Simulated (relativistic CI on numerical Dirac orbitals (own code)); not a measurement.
## Ar³⁺: what numerical and physical settings do to a radial Dirac CI calculation

Reference input:

```
atom Ar  Z=18  charge=3  electrons=15
nucleus A=40  rms_radius_fm=3.4274
hamiltonian dirac-coulomb  breit=on  qed=on  c_scale=1
orbitals kli  potential=per-configuration
slater_scale 1
correlation none
mixing on
grid step=0.0125 r_max=25.7
scf mixing=0.4 start=green max_iterations=150 tolerance=2e-08 node_fill=0.05
configurations
  [Ne] 3s2 3p3
  [Ne] 3s 3p4
  [Ne] 3s2 3p2 3d
end
```

Computed lowest total energy -525.50711 Ha, first excitation 25754.1 cm⁻¹, 31 SCF steps. Runs with settings changed; * marks those that are bad on purpose (the QED terms keep the true α when c is scaled):

| Changed | Outcome | Lowest level | ΔE (Ha) | First excitation (cm⁻¹) | SCF steps | Message |
| --- | --- | --- | --- | --- | --- | --- |
| speed of light × 10 | converged | 3s²3p³ ⁴S°3/2 | 1.71 | 25820.8 | 30 |  |
| node fill of the KLI weights 0.5, Slater scale 0.6 | converged | 3s²3p³ ⁴S°3/2 | 0.0573 | 15189.8 | 32 |  |
| grid step 0.008, Slater scale 0.5, Breit term off | converged | 3s²3p³ ⁴S°3/2 | -0.073 | 12762.5 | 30 |  |
| Breit term off | converged | 3s²3p³ ⁴S°3/2 | -0.132 | 25743.5 | 31 |  |
| charge 4 * | refused |  |  |  | 0 | configuration [Ne] 3s2 3p3 has 15 electrons, the ion has 14 |
| configuration list: no such shell * | refused |  |  |  | 0 | configuration [Ne] 3s2 3p2 2d: l must be smaller than n |

With so few configurations and no correlation, terms lie too far apart (by 10 to 50 % near neutrality), their order can be wrong, and levels of other configurations are missing.
